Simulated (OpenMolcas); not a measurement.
# Cr2+ in MgO: curves along the breathing mode

Cr2+ with its 6 nearest oxide ions, on the Mg site of MgO (a = 4.2112 Å, distance in the model lattice 2.106 Å). The rest of the host is ab initio model potentials to 7.6 Å, with orthogonalisation functions on the cations behind the ligands, and point charges beyond; the distance is set by hand and nothing relaxes. Ligand basis ANO-RCC-VDZP.

```
Program             : OpenMolcas
Method              : SS-CASPT2, IPEA 0.25 Eh, imaginary shift 0.1 Eh (closed shells correlated: 3s 3p and the ligand valence shells)
Basis               : ANO-RCC-VDZP [5s4p2d1f]
Scalar Hamiltonian  : DKH2, point nucleus
Active space        : 4 electrons in 5 orbitals (3d)
State averaging     : 2S+1 = 5 even, 5 roots; 2S+1 = 3 even, 45 roots; 2S+1 = 1 even, 50 roots
Spin-orbit coupling : RASSI with atomic mean-field integrals over the reference wave functions
```

Spin-free energies (labels of O, the rotations of Oh) in cm-1 above the lowest fitted minimum, as all ligands move together:

```csv
R (Å),5E,3T1,1T2,5T2,1E,3T1(2),3E
2.012,5920,8320,15970,23220,17640,21590,22010
2.059,1540,5100,12680,17530,14350,17200,17660
2.107,10,4610,12110,14980,13770,15700,16130
2.154,1210,6680,14170,15240,15750,16920,17320
2.201,4970,11170,18580,18200,20150,20640,21040
2.249,11410,18230,25560,23940,27110,27040,27430
2.296,20300,27620,34870,32080,36380,35930,36240
```

Cubic fits give the following; the wavenumber is harmonic, with the mass of all moving ligands, small differences in it between states hang on the degree of the fit, a number in brackets counts states of one label, and the table is a selection of at most 14 states with clean curves.

```tsv
State	R0 (Å)	Breathing mode (cm-1)	Minimum (cm-1)
5E	2.110	653	0
3T1	2.093	638	4480
1T2	2.094	639	12020
5T2	2.126	667	14720
1E	2.094	637	13670
3T1(2)	2.110	651	15690
3E	2.110	650	16120
3T2	2.109	651	16420
1A1	2.100	641	17110
3A1	2.109	651	18240
3A2	2.111	651	18340
3E(2)	2.110	650	21520
1T2(2)	2.110	650	23480
1A2	2.110	650	24010
```

The minimum of 5T2 is shifted by +0.0160 Å against 5E (from the unrounded fits). With M = 96.0 u for the moving shell, the Huang-Rhys factor in this mode is S = M ω ΔR² / 2ħ = 0.01483 × 96.0 × 653 × 0.0160² = 0.24. Only the first shell moves, against a rigid host.

Roots that are degenerate in the reference are averaged as groups; the widest CASPT2 spread within a group is 280 cm-1 (the 3-fold group of multiplicity 1 near 53900 cm-1 above the lowest state of its run, R = 2.249). Shifts and gaps below about the spread of the groups concerned are not significant. Over all roots computed the reference weight is 0.70 to 0.72 in R = 2.012, 0.70 to 0.72 in R = 2.059, 0.70 to 0.72 in R = 2.107, 0.70 to 0.72 in R = 2.154, 0.70 to 0.72 in R = 2.201, 0.70 to 0.72 in R = 2.249, 0.70 to 0.72 in R = 2.296; a low but even weight reflects the number of correlated electrons. An orbital doublet at a regular site is open to a Jahn-Teller distortion, which this geometry leaves out. This shell can be high or low spin here, a state of another spin lies low, and with metal d orbitals alone active their balance is uncertain, so the ground spin may be wrong. Ligand-to-metal charge-transfer states are missing. With no ligand orbital active B as a rule stays too high, so bands that hang on it stand too high and its fall with covalency is understated. With one d shell and no ligand orbital active, 10Dq can be off by tens of per cent for divalent 3d ions, low with halides held by bare charges and at times high in hosts. These CASPT2 states fit no ligand-field parameters well, so their order and spin gaps are uncertain (holds for R = 2.107; R = 2.154; R = 2.201; R = 2.249; R = 2.296). Free-ion shares, where given, are those of the reference states; single-state CASPT2 does not remix them (holds for R = 2.249; R = 2.296). No measured value stands beside these numbers.
